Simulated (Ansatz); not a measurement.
Two structures of MgN$_{2}$H$_{7}$Cl, singlet, reached by relaxing down either side of one saddle point (PBE0-D4/def2-TZVP). Energies are electronic, without zero-point energy. Computed with Ansatz 0.2.0 (basis: def2-TZVPP and def2-QZVPP); correlated methods freeze the cores. The outer core shell of Li, Na, Mg and K is correlated. The def2 sets are not built for correlating such inner shells, so the correlated values are less sure here. Extrapolation: Hartree–Fock as exp(−7.88 √X), correlation as X^−2.97. First:

| atom | x (Å) | y (Å) | z (Å) |
| --- | --- | --- | --- |
| Mg1 | -0.7360 | -1.6644 | -0.4979 |
| H2 | -0.3838 | -0.7961 | -1.9522 |
| Cl3 | -1.5575 | -3.5653 | 0.3291 |
| H4 | 0.2021 | 0.4219 | 0.8108 |
| N5 | -0.1739 | -0.4654 | 1.1851 |
| H6 | 0.4339 | 1.0606 | -1.3507 |
| N7 | 0.7236 | 1.6955 | -0.6065 |
| H8 | -0.9519 | -0.2569 | 1.8022 |
| H9 | 0.5347 | -0.9015 | 1.7658 |
| H10 | 0.2074 | 2.5588 | -0.7277 |
| H11 | 1.7015 | 1.9128 | -0.7582 |

Second:

| atom | x (Å) | y (Å) | z (Å) |
| --- | --- | --- | --- |
| Mg1 | -0.6823 | -0.4304 | 0.1747 |
| H2 | 0.6973 | -1.4799 | -1.5790 |
| Cl3 | -2.3883 | -0.8510 | -1.2140 |
| H4 | -0.1985 | 2.2561 | 0.1178 |
| N5 | 0.3079 | -0.8578 | 1.7399 |
| H6 | 1.1144 | -1.5122 | -0.9519 |
| N7 | -0.0986 | 1.5159 | -0.5686 |
| H8 | 0.1877 | -1.6779 | 2.3165 |
| H9 | 0.9506 | -0.2523 | 2.2294 |
| H10 | -0.7369 | 1.7155 | -1.3334 |
| H11 | 0.8467 | 1.5738 | -0.9314 |

Which bonds change from the first to the second?

MgNH₄Cl ([NH3][MgH][Cl]) + NH₃ → MgN₂H₅Cl ([NH2][Mg]([NH3])[Cl]) + H₂; bonds formed: Mg1–N7, H2–H6, H4–N7; dative contacts that become bonds: Mg1–N5; bonds broken: Mg1–H2, H4–N5, H6–N7.

Give the saddle point's structure and its height above each. (Judge from chemistry; the value comes from the calculation.)

By the calculation: 1.192 eV above the first and 1.361 eV above the second (CCSD(T) at an estimated basis limit (MP2 extrapolated from triple and quadruple zeta, plus CCSD(T) − MP2 in triple zeta)).
```
11
angstrom
Mg -0.6642 -1.5321 -0.1300
H -0.2011 -0.5249 -1.6352
Cl -1.6437 -3.4895 -0.4723
H 0.4137 0.9858 0.3408
N -0.0974 -0.3444 1.3598
H 0.1544 0.3567 -1.2770
N 0.5857 1.4230 -0.6197
H -0.8143 -0.0972 2.0349
H 0.6750 -0.6732 1.9311
H 0.0285 2.2564 -0.7630
H 1.5634 1.6395 -0.7695
```

T1 diagnostic: at most 0.009.

Labels in which every atom is bracketed show which atoms are joined, not bond orders.

For scale, one of the runs: CCSD(T)/def2-TZVPP, 234 basis functions, launched by `ansatz run in.yaml --threads 4 --pin off --events-out ev --progress --plain --max-ram 9574MiB`. The run took 110 s on 4 CPU threads of an Intel Xeon Platinum 8488C (shared host), with 4.6 GiB of host memory at its peak.
